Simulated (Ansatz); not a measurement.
System: C₂H₉OSi₂ (charge -1, singlet). It need not be the lowest isomer of its formula. Whether it binds its extra electron was not tested at this geometry. 
Coordinates optimised at B3LYP-D3(BJ)/def2-TZVP (Ansatz, a quantum-chemistry and plane-wave program):
```xyz
14

Si    -0.6908    -0.1145    -0.4544
C     -1.8053     1.2430    -1.1540
C     -1.4883    -0.7819     1.1146
O      0.7876     0.4767    -0.2263
Si     2.2339    -0.2433     0.5234
H     -0.7168    -1.2297    -1.4567
H     -2.8110     0.8662    -1.3646
H     -1.3892     1.6408    -2.0829
H     -1.8927     2.0717    -0.4459
H     -0.8419    -1.5431     1.5549
H     -1.6120     0.0132     1.8549
H     -2.4693    -1.2217     0.9091
H      1.9337    -1.7269     0.1587
H      1.6563    -0.4411     1.9531
```
Charge -1, spin multiplicity 1.

Total electronic energies in hartree. Valence correlation only, unless marked. No spin-orbit coupling. Non-relativistic. CBS(X,Y): correlation extrapolated as X^-3; Hartree-Fock from the larger set. The bracket is a focal-point correction in the basis named.

```tsv
level	program	energy (Eh)
HF/STO-3G	Ansatz	-724.97462
HF/aug-cc-pV(T+d)Z	Ansatz	-733.88124
HF/cc-pwCVTZ	Ansatz	-733.87775
B97M-V/def2-TZVPD	Ansatz	-735.86173
PBE0-D4/def2-TZVP	Ansatz + dftd4	-735.60102
PBE0/def2-TZVPD	Ansatz	-735.59232
CAM-B3LYP-D3(BJ)/def2-TZVPD	Ansatz + dftd3	-735.97651
PBE-QIDH/def2-TZVPD	Ansatz	-735.39681
RPA@PBE/cc-pV(Q+d)Z	Ansatz	-735.42100
MP2/6-31G*	Ansatz	-734.34055
SCS-MP2/aug-cc-pV(T+d)Z	Ansatz	-734.76919
SCS-MP2/cc-pVTZ	Ansatz	-734.73454
CCSD/6-31G*	Ansatz	-734.40216
CCSD/cc-pV(Q+d)Z	Ansatz	-734.86458
RI-MP2/CBS(aug-cc-pV(T+d)Z,aug-cc-pV(Q+d)Z)+[CCSD(T)-MP2]/aug-cc-pV(T+d)Z	Ansatz	-734.9577
```

Totals of different functionals don't rank their quality; only differences between species are comparable.
